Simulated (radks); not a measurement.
Q: Radial electron density D(r) = 4 pi r^2 rho(r) of an atom or ion with 4 electrons. All-electron calculation, scalar-relativistic Kohn-Sham, SCAN, spin-polarised, spherical densities, finite nucleus; meta-GGA in the generalised Kohn-Sham scheme; Fermi nuclear charge, rms radius of each element as measured or else 0.836 A^(1/3) + 0.57 fm. Program: a radial shooting solver on a logarithmic mesh with Libxc functionals.

```
   r/bohr * D(r) (the largest magnitude, 80.3, reaches the edge; | marks zero)
 0.001362 |    *
 0.001499 |     *
 0.001637 |      *
 0.001802 |       *
 0.001983 |        *
 0.002183 |         *
 0.002403 |           *
 0.002645 |            *
 0.002888 |              *
 0.003179 |                *
   0.0035 |                  *
 0.003852 |                     *
  0.00424 |                        *
  0.00463 |                          *
 0.005097 |                              *
  0.00561 |                                 *
 0.006176 |                                    *
 0.006798 |                                       *
 0.007423 |                                          *
 0.008171 |                                              *
 0.008995 |                                                *
 0.009901 |                                                   *
   0.0109 |                                                     *
   0.0119 |                                                      *
   0.0131 |                                                      *
  0.01442 |                                                     *
  0.01587 |                                                    *
  0.01747 |                                                 *
  0.01923 |                                              *
    0.021 |                                          *
  0.02312 |                                     *
  0.02545 |                                *
  0.02801 |                           *
  0.03083 |                      *
  0.03367 |                   *
  0.03706 |                *
   0.0408 |              *
  0.04491 |             *
  0.04943 |             *
  0.05398 |              *
  0.05942 |               *
  0.06541 |                *
    0.072 |                 *
  0.07925 |                 *
  0.08654 |               *
  0.09526 |              *
   0.1049 |           *
   0.1154 |        *
   0.1271 |      *
   0.1399 |   *
   0.1527 |  *
   0.1681 |*
   0.1851 |*
   0.2037 *
   0.2242 *
   0.2448 *
   0.2695 *
   0.2967 *
```

What is the nuclear charge?

A: Z = 65. The innermost maximum, from 1s, lies near gamma/Z bohr with gamma = sqrt(1 - (Z/c)^2) = 0.880, here 0.0135 bohr (found: 0.0130), and its height grows with Z. The density is that of the terbium ion Tb61+ in [He] 2s2; the configuration itself is not fixed sharply by these data, and Z only to a few units. D(r) has 2 maxima, at r = 0.0130, 0.0732 bohr, and minima at 0.0460 bohr, inside which lie 2.08 electrons.
